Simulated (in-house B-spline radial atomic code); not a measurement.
Configurations of Ag⁴⁺, with energies counted from [Kr] 4d7. Method: scalar-relativistic (X2C) r2SCAN0, spin-polarised, spherical fractional occupations, exact exchange averaged over the configuration, Fermi nucleus of rms radius 4.5454 fm. Calculated with a radial B-spline atomic code at the basis-set limit. Shells without spins written out take the highest spin.

Occupations are held fixed; configurations that lie above the ionisation limit could autoionise.

| configuration | E - E(ref) (eV) | highest orbital | its <r> (bohr) |
| --- | --- | --- | --- |
| [Kr] 4d6 5s1 | 15.652 | 5s up | 2.122 |
| [Ar] 3d10 4s2 4p5 4d7 4f1 | 98.063 | 4f up | 2.461 |
| [Ar] 3d10 4s2 4p5 4d7 5f1 | 106.86 | 5f up | 4.834 |

Q: Order these further configurations by energy, lowest first.
A. [Kr] 4d6 5d1
B. [Ar] 3d10 4s2 4p5 4d7 5d1
C. [Kr] 4d6 4f1
D. [Ar] 3d10 4s2 4p5 4d8

A: A (38.009 eV), C (41.024 eV), D (56.471 eV), B (95.15 eV).
